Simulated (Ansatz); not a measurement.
Species: CH₆ClSi₂, net charge 0, doublet state. It need not be the lowest isomer of its formula. 
Coordinates optimised at B3LYP-D3(BJ)/def2-TZVP (Ansatz, an electronic-structure program):
```
Si
H 1 1.4899
C 1 1.8835 2 111.58
H 3 1.0904 1 110.37 2 178.10
H 3 1.0910 4 108.50 1 -121.80
H 3 1.0934 4 108.28 5 -117.07
Si 1 2.3315 2 111.60 3 127.47
H 7 1.4796 1 111.90 2 62.91
H 7 1.4839 8 108.45 1 127.72
Cl 7 2.0831 8 108.03 9 114.85
```
Charge 0, spin multiplicity 2.

Wanted: atomisation energy (electronic, to ground-state atoms), in eV. Cores are frozen in the correlated levels unless marked. Open shells are spin-unrestricted. Spin-orbit coupling is left out. No relativistic terms. The coupled-cluster limit lacks core correlation, which all-electron functionals hold. CBS marks a two-point X^-3 extrapolation of the correlation energy; Hartree-Fock from the larger set. The bracket is a focal-point correction in the basis named.

```tsv
level	program	atomisation energy (eV)	minus last row
HF/cc-pV(Q+d)Z	Ansatz	25.31	-7.72
BLYP-D4/def2-TZVPD	Ansatz + dftd4	32.54	-0.49
B3LYP-D3(BJ)/def2-TZVPD	Ansatz + dftd3	32.96	-0.07
MP2/CBS(cc-pV(T+d)Z,cc-pV(Q+d)Z)	Ansatz	33.10	0.07
RI-MP2/aug-cc-pV(T+d)Z	Ansatz	32.35	-0.68
CCSD/aug-cc-pV(Q+d)Z	Ansatz	32.33	-0.70
CCSD(T)/6-31G*	Ansatz	29.25	-3.78
CCSD(T)/cc-pV(T+d)Z	Ansatz	32.06	-0.97
RI-MP2/CBS(aug-cc-pV(T+d)Z,aug-cc-pV(Q+d)Z)+[CCSD(T)-MP2]/aug-cc-pV(Q+d)Z	Ansatz	33.02	-0.01
CCSD(T)/CBS(aug-cc-pV(T+d)Z,aug-cc-pV(Q+d)Z)	Ansatz	33.03	0.00
```
